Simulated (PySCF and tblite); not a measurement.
C₅H₁₀Cl₂Si, numbered as in [Cl:1][C@H:2]1[CH2:3][CH2:4][Si@@H:5]([Cl:6])[CH2:7][CH2:8]1. Free energies: B3LYP-D3(BJ)/pcSseg-1 (IEF-PCM, dimethylsulfoxide) on GFN2-xTB structures plus GFN2-xTB thermal terms, symmetry and mirror images included. Conformers within 2.5 kcal/mol (GFN2-xTB free energy) were kept, 5 at most. GIAO shieldings: B3LYP/pcSseg-1 (IEF-PCM, dimethylsulfoxide). Shifts are against TMS (¹H), TMS (¹³C), TMS (²⁹Si) at the same level. Codes: tblite and PySCF.

The 6-ring runs over atoms 2–3–4–5–7–8.

Two conformers hold nearly all the population. I: 6-ring chair (Cl1 axial); δ(H2) = 4.65 ppm. II: 6-ring chair (Cl6 axial); δ(H2) = 3.90 ppm. The average over the ensemble at 298.15 K is 4.24 ppm.

Q: What populations and free-energy difference follow from a two-state model?

A: p(I) = (4.24 − 3.90)/(4.65 − 3.90) = 0.45, so K = p(II)/p(I) = 1.21 and G(II) − G(I) = −RT ln K = -0.11 kcal/mol. The weights computed directly are 45.6 % and 54.4 %.


Conformer gaps in pcSseg-1 on xTB geometries can be 2 kcal/mol off for S=O, P=O and other polar bonds.